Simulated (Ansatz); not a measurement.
BeCl₃⁻, relaxed as a singlet with RKS PBE0-D4/def2-TZVPD in Ansatz, starting from the GFN2-xTB geometry. Force threshold 0.02 eV/Å.

The structure comes from a short search, and lower isomers may exist.

Start:

Cartesian coordinates in Å:
```
Be 0.000 0.000 -0.002
Cl -1.111 -1.534 0.144
Cl -0.775 1.733 -0.044
Cl 1.886 -0.200 -0.098
```

Problem. Estimate the energy that the relaxation releases and the steps that it takes.

Solution. 2.2 kJ/mol, in 3 steps; 4.3 s on 4 threads of Arm Neoverse V1 on a shared host. No frequencies were taken in this run, so the end may be a saddle point.

Problem. Does the start keep its bonding and symmetry?

Solution. By distances, no bond broke or formed. The bond that changes most is Be1–Cl3, from 1.90 to 1.93 Å (atoms count from 1). Point group D3h at the start, D3h at the end, both within 0.05 Å.

Problem. Predict the relaxed structure.

Solution. 
```xyz
4

Be    0.0000    0.0000   -0.0008
Cl   -1.1292   -1.5588    0.1459
Cl   -0.7878    1.7616   -0.0448
Cl    1.9170   -0.2029   -0.1004
```
Bond lengths: 3 × Be–Cl 1.93 Å.
